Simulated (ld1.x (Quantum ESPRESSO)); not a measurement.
**An all-electron radial function and its pseudo partner (oxygen)**

Columns: radius, all-electron u(r) and pseudo u(r) of the 2p shell (level -43.17 eV) of oxygen in the configuration [He] 2s2 2p2; revPBE, scalar-relativistic, TM scheme, ld1.x (Quantum ESPRESSO) 7.5.

| r (bohr) | all-electron | pseudo |
| --- | --- | --- |
| 0.068 | 0.0651 | 0.0266 |
| 0.135 | 0.2002 | 0.1017 |
| 0.202 | 0.3545 | 0.2171 |
| 0.270 | 0.5045 | 0.3621 |
| 0.338 | 0.6357 | 0.5189 |
| 0.405 | 0.7421 | 0.6686 |
| 0.473 | 0.8269 | 0.8010 |
| 0.540 | 0.8888 | 0.9026 |
| 0.608 | 0.9308 | 0.9715 |
| 0.675 | 0.9539 | 1.0066 |
| 0.742 | 0.9615 | 1.0138 |
| 0.810 | 0.9559 | 0.9996 |
| 0.878 | 0.9396 | 0.9709 |
| 0.945 | 0.9151 | 0.9345 |
| 1.013 | 0.8838 | 0.8938 |
| 1.080 | 0.8483 | 0.8524 |
| 1.148 | 0.8090 | 0.8101 |
| 1.215 | 0.7681 | 0.7683 |
| 1.283 | 0.7254 | 0.7254 |
| 1.350 | 0.6831 | 0.6831 |
| 1.418 | 0.6404 | 0.6404 |
| 1.485 | 0.5992 | 0.5992 |
| 1.553 | 0.5586 | 0.5586 |
| 1.620 | 0.5200 | 0.5200 |
| 1.688 | 0.4826 | 0.4826 |
| 1.755 | 0.4476 | 0.4476 |

Question: How many radial nodes do the two functions have?

Answer: The all-electron 2p function has n − l − 1 = 0; the pseudo-wave has 0.

Question: At about which radius was the pseudo-wave matched?

Answer: 1.35 bohr. The columns agree to 0.0005 from 1.22 bohr on; several derivatives are matched, so the curves merge somewhat inside the radius.

Question: Where does each function peak?

Answer: Outermost all-electron maximum near 0.74 bohr, pseudo maximum near 0.74 bohr (to the table’s step).

Question: Is the pseudo-wave norm-conserving?

Answer: Yes: the TM scheme keeps the norm inside the radius equal to the all-electron one, which fixes the energy derivative of the logarithmic derivative at the level.
